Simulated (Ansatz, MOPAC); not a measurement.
Molecule: CH3Si, net charge -1, singlet state. SMILES: [SiH-]=C

Atoms: C1, Si2, H3, H4, H5. Bonds: C1-Si2, C1-H3, C1-H4, Si2-H5.

Bond lengths (Å) and angles (degrees) optimised at PM7 with MOPAC; HF/STO-3G with Ansatz (a first-principles code); HF/3-21G with Ansatz; PBE/6-31G* with Ansatz, each started from the B3LYP-D3(BJ)/def2-TZVP structure (Ansatz) of the last column. A row stands for all coordinates that are equal there; 7 of 8 kinds are shown. 6-31G* holds six Cartesian d functions. No wavenumbers were computed at HF/STO-3G, PBE/6-31G*, so these may be saddle points.

```
coordinate    PM7  HF/STO-3G  HF/3-21G  PBE/6-31G*  B3LYP-D3(BJ)/def2-TZVP
----------  -----  ---------  --------  ----------  ----------------------
C1-Si2      1.616      1.688     1.778       1.787                   1.767
C1-H3       1.089      1.084     1.082       1.105                   1.090
C1-H4       1.089      1.085     1.084       1.106                   1.092
Si2-H5      1.422      1.487     1.581       1.584                   1.561
Si2-C1-H3   125.6      128.4     126.1       127.7                   126.8
Si2-C1-H4   125.6      122.9     120.9       120.8                   120.7
C1-Si2-H5   180.0       96.7      99.0        97.4                    98.5
```

Mean signed difference of all 4 bond lengths from B3LYP-D3(BJ)/def2-TZVP: PM7 -0.074 Å, HF/STO-3G -0.042 Å, HF/3-21G 0.004 Å, PBE/6-31G* 0.018 Å.
